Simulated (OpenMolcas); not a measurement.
**Ta3+: from RASSCF to RASPT2**

* Program: OpenMolcas
* Basis: ANO-RCC-VTZP [8s7p5d3f2g1h]
* Scalar Hamiltonian: DKH2, point nucleus
* Active space: 2 electrons in 9 orbitals (RAS2 5d 6s; RAS3 6p, at most 2 electrons)
* State averaging: 2S+1 = 3 even, 15 roots; 2S+1 = 1 even, 21 roots kept (CI in the orbitals of an earlier block); 2S+1 = 3 odd, 18 roots; 2S+1 = 1 odd, 18 roots kept (CI in the orbitals of an earlier block)
* Spin-orbit coupling: RASSI with atomic mean-field integrals over the reference wave functions, term energies averaged over their components

Methods on the same reference wave functions:
A. RASSCF
B. SS-RASPT2, IPEA 0.25 Eh, imaginary shift 0.1 Eh (closed shells correlated: 5s 5p)
C. MS-RASPT2, IPEA 0.25 Eh, imaginary shift 0.1 Eh (closed shells correlated: 5s 5p)

Energies in cm-1 above 5d2 3F2.

```csv
Level,A,B,C
5d2 3F2,0.0,0.0,0.0
5d2 3F3,4641,4780,4780
5d2 3F4,8932,8980,8980
5d2 1D2 [69 %],12106,10920,10920
5d2 3P0,13057,11820,11830
5d2 3P1,15507,14490,14490
5d2 3P2,19666,18570,18580
5d2 1G4,21151,19460,19460
5d 6s 3D1,30846,29100,29100
5d 6s 3D2,32624,30800,30800
5d 6s 3D3,36818,35070,35070
5d2 1S0,41135,36030,36000
5d 6s 1D2,45334,42280,42280
6s2 1S0,74333,71520,71540
5d 6p 3F* 2 [64 %],79928,80960,80960
5d 6p 3D* 1,83167,83860,83830
5d 6p 3F* 3,87635,88570,88570
5d 6p 1D* 2 [52 %],87746,88770,88760
5d 6p 3D* 2,88299,89210,89210
5d 6p 3D* 3 [67 %],92122,92500,92510
5d 6p 3P* 1 [65 %],92493,92930,92930
5d 6p 3P* 0,93439,93950,93960
5d 6p 3F* 4,94965,95940,95940
5d 6p 3P* 2,97254,97890,97870
```

Between B and C the level of the table that moves most is 5d 6p 3D* 1, by 35 cm-1 (lowest in C, highest in B). Moves below CASPT2's spread within the term are not significant.

From A to B the spin-free energies of the other terms of 5d2 shown, above 3F, scale by factors of 0.78 to 0.89, as is usual when dynamic correlation screens the repulsion within a d or f shell.

The lowest spin-free term lies below A's lowest term by 0.218 hartree in B, 0.218 hartree in C.

CASPT2 does not keep the components of a term degenerate, so their means are used; among the terms shown or strongly mixed into the levels shown the widest spread is 640 cm-1 (5d2 1G, C). Terms from blocks run as CI alone lack orbitals of their own. A single d shell beside an s shell can misplace configurations of different d count against each other. Without dynamic correlation excited terms often stand tens of per cent too high (terms of higher spin than the ground term too low), and those without a measured partner can miss by more than the paired ones (holds for A). The CASPT2 spread within a term exceeds the gap to the next term for 5d 6p 3F* and 5d 6p 3D*, so the order of their levels is uncertain, and so are names and mixing where such terms share a J (holds for B; C). Levels of configurations outside the active space are missing. Levels that lie high or do not pair safely by name in every column are left out.

A share in square brackets marks a mixed level and gives the weight of the term that names it, the lowest over the columns. * marks odd parity.
